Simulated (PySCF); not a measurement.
**Working out the electron affinity of Tc**

Tc⁻ [Kr] 4d6 5s2 (5D) → Tc [Kr] 4d5 5s2 (6S). Calculation: PySCF 2.14, in def2-TZVPPD with the def2 core potential (28 electrons) (6s4p3d2f1g, 56 functions); scalar relativity through the core potential. Frozen: 4s2 4p6. Energies in hartree (1 hartree = 27.21139 eV):

```
            part  Tc⁻ (lower)  Tc (upper)
             UHF   -80.059801  -80.112718
CCSD correlation    -0.175490   -0.131191
             (T)    -0.009093   -0.004945
```

Question: What does Hartree-Fock give?

Answer: (-80.112718) − (-80.059801) = -0.052917 hartree = -1.440 eV.

Question: What do CCSD and CCSD(T) give?

Answer: The CCSD correlation energies differ by 0.044299 hartree = 1.205 eV and the triples by 0.004148 hartree = 0.113 eV, so CCSD gives -0.235 eV and CCSD(T) -0.122 eV.
